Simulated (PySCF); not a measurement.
From one molecule to another.

First species: C7H9ClO.
SMILES with atom numbers: `[CH2:1]=[CH:2][CH2:3][C@@H:4]([CH:5]=[CH2:6])[C:7](=[O:8])[Cl:9]` (hydrogens: H10, H11 on C1; H12 on C2; H13, H14 on C3; H15 on C4; H16 on C5; H17, H18 on C6)

Second species: C₅H₆FNO.
Numbering: `[CH:1]#[C:2][C@@H:3]([F:4])[CH2:5][C:6]([NH2:7])=[O:8]` (hydrogens: H9 on C1; H10 on C3; H11, H12 on C5; H13, H14 on N7)

Cartesian coordinates in Å at the GFN2-xTB level; atoms count from 1:
```
atom  x, y, z in Å
C1     3.1797    0.4139    0.9145
C2     2.0878   -0.0050    0.6625
C3     0.7470   -0.5027    0.4111
F4     0.2489   -1.0905    1.5698
C5    -0.1905    0.6314   -0.0200
C6    -1.5446    0.0842   -0.4660
N7    -2.3259   -0.3380    0.5504
O8    -1.8860    0.0432   -1.6248
H9     4.1444    0.7772    1.1103
H10    0.7732   -1.3013   -0.3437
H11   -0.3186    1.3237    0.8142
H12    0.2635    1.1571   -0.8601
H13   -1.9764   -0.4140    1.4899
H14   -3.2032   -0.7799    0.3297
```

Levels: PBE0/pcSseg-1 for dipole moment, HOMO energy, LUMO energy and HOMO–LUMO gap; GFN2-xTB for rotational constant A and rotational constant C. Geometries: GFN2-xTB. Each species is one conformer at its optimised geometry, gas phase, non-relativistic unless stated; the electronic structure was computed with PySCF and density fitting.

Dipoles, sizes and rotational constants follow the conformer. The torsions of the flexible species, by atom-mapped SMILES:
- `[CH2:1]=[CH:2][CH2:3][C@@H:4]([CH:5]=[CH2:6])[C:7](=[O:8])[Cl:9]`: C1–C2–C3–C4 114°, C2–C3–C4–C5 177°, C3–C4–C5–C6 -120°, C3–C4–C7–O8 -58°
- `[CH:1]#[C:2][C@@H:3]([F:4])[CH2:5][C:6]([NH2:7])=[O:8]`: C2–C3–C5–C6 172°, C3–C5–C6–N7 74°, H–N7–C6–C5 -9°, H–N7–C6–C5 -175°

| property | column X | column Y |
| --- | --- | --- |
| dipole moment | 2.56 D | 2.88 D |
| HOMO energy | -7.46 eV | -7.72 eV |
| LUMO energy | 0.00 eV | -1.17 eV |
| HOMO–LUMO gap | 7.46 eV | 6.55 eV |
| rotational constant A | 4.540 GHz | 1.416 GHz |
| rotational constant C | 1.001 GHz | 0.799 GHz |

Problem. Which column belongs to which species?

Solution. Column X is the second species and column Y the first. The first has 18 atoms and 76 electrons, the second 14 and 60.

Problem. How does each property change from the first species to the second?

Solution. dipole moment -0.32 D; HOMO energy +0.26 eV; LUMO energy +1.17 eV; HOMO–LUMO gap +0.91 eV; rotational constant A +3.124 GHz; rotational constant C +0.202 GHz.

On the first: In atomic units the dipole is 1.13 e·bohr (1 au = 2.5417 D).

On the second: The dipole equals about 8.6 × 10⁻³⁰ C·m (1 D = 3.33564 × 10⁻³⁰ C·m). A dipole of 2.56 D is allowed in C1, and pure rotational transitions are dipole-allowed.
